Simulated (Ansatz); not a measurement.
The cluster Au2S, relaxed as a singlet with RKS PBE-D4/def2-TZVP in Ansatz, starting from the GFN1-xTB geometry. Force threshold 0.02 eV/Å.

In the def2 sets Au takes a core potential; there is no spin–orbit coupling. The structure comes from a short search, and lower isomers may exist.

Start:

| atom | x (Å) | y (Å) | z (Å) |
| --- | --- | --- | --- |
| Au1 | 0.270 | -0.284 | -1.457 |
| Au2 | 0.787 | 0.642 | 1.116 |
| S3 | -1.057 | -0.358 | 0.341 |

```json
{"step": "1", "energy (eV)": "-18221.6371", "largest force component (eV/Å)": "0.622", "SCF passes": "17"}
{"step": "2", "energy (eV)": "-18221.7135", "largest force component (eV/Å)": "0.343", "SCF passes": "26"}
{"step": "3", "energy (eV)": "-18221.7260", "largest force component (eV/Å)": "0.247", "SCF passes": "22"}
{"step": "4", "energy (eV)": "-18221.7352", "largest force component (eV/Å)": "0.008", "SCF passes": "26"}
```

Force components are those of the run's own axes.

End:

| atom | x (Å) | y (Å) | z (Å) |
| --- | --- | --- | --- |
| Au1 | 0.1660 | -0.3786 | -1.6427 |
| Au2 | 0.7661 | 0.6944 | 1.3418 |
| S3 | -0.9321 | -0.3157 | 0.3009 |

By distances, no bond broke or formed. The bond that changes most is Au2–S3, from 2.24 to 2.23 Å (atoms count from 1).

No frequencies were taken in this run, so the end may be a saddle point.

Hardware: 4 threads of Arm Neoverse V1 on a shared host. Wall time 3.3 s.
